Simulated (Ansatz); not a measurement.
Ru₂F₆. Charge 0, multiplicity 1. Geometry PBE0-D4/def2-SVP, basis def2-TZVP, Ansatz.

Cartesian coordinates in Å:
```
Ru -1.111 0.412 0.334
Ru 1.111 -0.411 -0.334
F -0.634 1.085 1.947
F 0.625 -1.109 -1.934
F -1.349 1.560 -1.047
F 1.961 1.189 -0.310
F 1.366 -1.543 1.057
F -1.969 -1.183 0.286
```

```csv
run,HOMO (eV),LUMO (eV)
A,-5.83,-4.93
B,-6.63,-5.06
C,-5.93,-5.06
D,-6.32,-5.13
E,-8.02,-4.35
F,-6.16,-5.42
```

In the def2 sets Ru takes a core potential; there is no spin–orbit coupling. No other spin state of charge 0 was run. Another isomer (singlet) lies 0.95 eV lower at PBE-D4/def2-SVP; other spin states weren't run for this one.

Task: The runs used B97M-V, LDA (SPW92), PBE, PBE0, r2SCAN, revPBE. Estimate which is which.

Result: A revPBE (0 % exact exchange); B B97M-V (0 % exact exchange); C PBE (0 % exact exchange); D r2SCAN (0 % exact exchange); E PBE0 (25 % exact exchange); F LDA (SPW92) (0 % exact exchange). Exact exchange lowers occupied and raises empty levels; among semilocal functionals meta-GGAs tend to open the gap a little, and such runs are hard to tell apart. The gap grows from 0.75 eV (LDA (SPW92)) to 3.66 eV (PBE0). The restricted singlet is unstable towards broken spin symmetry in Hartree–Fock (as tested in another run); at revPBE-D4/def2-TZVP, B97M-V/def2-TZVP, PBE-D4/def2-TZVP, r2SCAN-D4/def2-TZVP and others this wasn't settled.
